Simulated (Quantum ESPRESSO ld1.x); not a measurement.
Q: Mo XXXV, 8 electrons, occupied as [He] 2s2 2p4 (the NIST ground configuration). Calculated with ld1.x of Quantum ESPRESSO 7.5: scalar-relativistic Kohn-Sham, revPBE, spin-unpolarised, spherical densities, point nucleus. Some entries of the table are withheld. Estimate them.

| orbital | occ. | eigenvalue (hartree) | <r^2> (bohr^2) | r(max) (bohr) |
|---|---|---|---|---|
| 1s | 2 | -812.289 | 0.001660 | (1) |
| 2s | 2 | -176.917 | 0.02574 | 0.127 |
| 2p | 4 | -167.772 | 0.01985 | (2) |
| 3s | 0 | (3) | 0.1399 | (4) |
| 3p | 0 | -70.5151 | 0.1303 | (5) |

A: 
(1) 1s r(max) (bohr): 0.023
(2) 2p r(max) (bohr): 0.101
(3) 3s eigenvalue (hartree): -73.3696
(4) 3s r(max) (bohr): 0.336
(5) 3p r(max) (bohr): 0.318
